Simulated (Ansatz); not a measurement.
Computed with Ansatz on PBE0-D4/def2-TZVP structures; ΔE is electronic, products minus reactants. CCSD(T)/CBS adds triple-zeta CCSD(T) − MP2 to the extrapolated MP2 energy (def2 sets, frozen cores). This one scheme is used for every species. Functionals use def2-TZVPP. For Br outer-core shells are correlated without core-valence functions, which leaves a few kJ/mol of doubt a bond. Scalar relativity is left out up to krypton. One conformer a species, not always the lowest.

Consider the ligand exchange at the Si–Cl bond: `O[Si](Cl)(Br)Br` + HBr → `O[Si](Br)(Br)Br` + HCl.

```tsv
level	ΔE (eV)
r2SCANh	0.07
CCSD/def2-SVP	0.12
```

**Question.** What does CCSD(T)/CBS give? (An estimate is asked.)

**Answer.** Computed: +0.04 eV. The listed levels differ from it by 0.03, 0.08 eV.

Largest T1 diagnostic among the species: 0.008.

In def2-TZVPP, CCSD(T) changes the Hartree–Fock value by −0.04 eV (the triples alone add −0.00 eV) and MP2 by −0.06 eV. Leaving LDA and LC-ωPBE aside and taking each functional with its dispersion term where it has one, the values, not all of them listed here, spread over 0.06 eV, from HSE06-D4 to B97M-V.
